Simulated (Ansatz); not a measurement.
Basis sets compared for `c1csc(-c2cnc(-c3cnc(-c4cncs4)s3)s2)n1`. The state is a singlet with charge 0. Geometry PBE-D4/def2-SVP. Ansatz on 2 threads of AMD EPYC 7R13 on a shared host and a share (18 GiB) of an NVIDIA H100 80GB HBM3; times are rough, and most runs start from earlier orbitals.

```xyz
26

C     4.743    4.016    2.180
C     5.089    3.124    3.181
S     4.074    1.727    3.097
C     3.250    2.451    1.707
C     2.162    1.790    1.021
C     1.451    2.273   -0.079
N     0.465    1.473   -0.556
C     0.369    0.352    0.140
C    -0.585   -0.691   -0.131
C    -0.804   -1.914    0.506
N    -1.798   -2.687    0.002
C    -2.380   -2.100   -1.034
C    -3.472   -2.680   -1.780
C    -4.181   -2.190   -2.876
N    -5.172   -2.994   -3.357
C    -5.247   -4.101   -2.655
S    -4.105   -4.245   -1.340
S    -1.713   -0.520   -1.452
S     1.535    0.225    1.468
N     3.720    3.636    1.363
H     5.239    4.985    2.019
H     5.870    3.216    3.945
H     1.668    3.246   -0.542
H    -0.224   -2.266    1.373
H    -3.984   -1.218   -3.353
H    -5.969   -4.908   -2.850
```

Single mean-field runs in def2-TZVP are fitted with def2-universal-jkfit.

Binding counts from free atoms (C triplet, S triplet, N quartet, H doublet) in the same basis, without a counterpoise term.

| level | functions | energy (Eh) | HOMO (eV) | LUMO (eV) | binding per atom (eV) | wall time |
| --- | --- | --- | --- | --- | --- | --- |
| PBE-D4/def2-SVP | 326 | -2270.2525 | -5.30 | -3.30 | 5.42 | 10 s |
| PBE0-D4/def2-SVP | 326 | -2270.3750 | -6.16 | -2.76 | 5.21 | 9 s |

Task: Estimate the rows for PBE-D4/def2-TZVP (with forces), PBE0-D4/def2-TZVP.

Result: 
```
                         level  functions  energy (Eh)  HOMO (eV)  LUMO (eV)  binding per atom (eV)  wall time
PBE-D4/def2-TZVP (with forces)        680   -2271.5427      -5.33      -3.39                   5.35        9 s
             PBE0-D4/def2-TZVP        680   -2271.6598      -6.12      -2.78                   5.15       12 s
```
